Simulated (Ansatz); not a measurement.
Stepwise reaction of `[CH3][Sc]([CH3])[NH2]` with ammonia, as a gas-phase model of exchange steps in deposition or etching. ΔE in kJ/mol.

Program: Ansatz. Geometries: PBE0-D4/def2-TZVP. ΔE: electronic, gas phase. CCSD(T)/CBS is the MP2 limit (def2-TZVPP, def2-QZVPP) plus CCSD(T) − MP2 in def2-TZVPP, frozen cores. This one scheme is used for every species. DFT in def2-TZVPP. B3LYP here is the variant with VWN-RPA as its local correlation; programs differ in this. For Sc outer-core shells are correlated without core-valence functions, which leaves a few kJ/mol of doubt a bond. Scalar relativity is left out up to krypton. Each species was taken in one conformer, which may not be the lowest.

| step | reaction | PBE-D4 | B3LYP-D4 | ωB97M-V | CCSD(T)/CBS |
| --- | --- | --- | --- | --- | --- |
| 2 | `[CH3][Sc]([NH2])[NH2]` + NH₃ → `[NH2][Sc]([NH2])[NH2]` + CH₄ | -123.0 | -128.3 | -122.6 | -121.4 |

**Question.** Give the row of step 1, `[CH3][Sc]([CH3])[NH2]` + NH₃ → `[CH3][Sc]([NH2])[NH2]` + CH₄. (An estimate is asked.)

**Answer.** Ansatz gave: 
```csv
step,reaction,PBE-D4,B3LYP-D4,ωB97M-V,CCSD(T)/CBS
1,`[CH3][Sc]([CH3])[NH2]` + NH₃ → `[CH3][Sc]([NH2])[NH2]` + CH₄,-128.5,-133.3,-127.4,-125.9
```

**Question.** By hand: ΔE of the 2 steps together at CCSD(T)/CBS.

**Answer.** (-125.9) + (-121.4) = -247.3 kJ/mol, or -123.7 kJ/mol a step.

In ΔE the steps differ by no more than 4.5 kJ/mol. All are downhill at CCSD(T)/CBS. PBE-D4 differs from CCSD(T)/CBS by -2.6 to -1.6 kJ/mol a step. Isolated molecules leave out the surface, adducts and barriers. Largest T1 diagnostic: 0.014.
